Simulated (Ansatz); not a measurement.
Ansatz (a first-principles code) input:

Ansatz 0.2 input:
```yaml
crystal:
  periodic: [false, false, false]
  atoms:
    - {symbol: B, position_ang: [-0.00504885, 0.07027851, -0.02206237]}
    - {symbol: C, position_ang: [1.51726017, -0.31977817, -0.03089669]}
    - {symbol: C, position_ang: [-1.12787398, -0.95318652, 0.40455145]}
    - {symbol: O, position_ang: [-0.31866220, 1.34420214, -0.40592128]}
    - {symbol: H, position_ang: [2.14051365, 0.41035576, -0.54856856]}
    - {symbol: H, position_ang: [1.68309054, -1.30530359, -0.47471906]}
    - {symbol: H, position_ang: [1.87953262, -0.39379791, 1.00119049]}
    - {symbol: H, position_ang: [-2.11204501, -0.50431847, 0.56583324]}
    - {symbol: H, position_ang: [-1.24043476, -1.71361619, -0.37664478]}
    - {symbol: H, position_ang: [-0.85129881, -1.49839539, 1.31096394]}
    - {symbol: H, position_ang: [-1.26113342, 1.53785438, -0.36230162]}
basis:
  gaussian:
    orbitals: def2-TZVPD
hamiltonian:
  xc: {name: HSE06}
output: {forces: true}
```

**Question.** What final total energy does it print?

**Answer.** -180.41355 Eh (HSE06/def2-TZVPD). The basis has 214 functions.
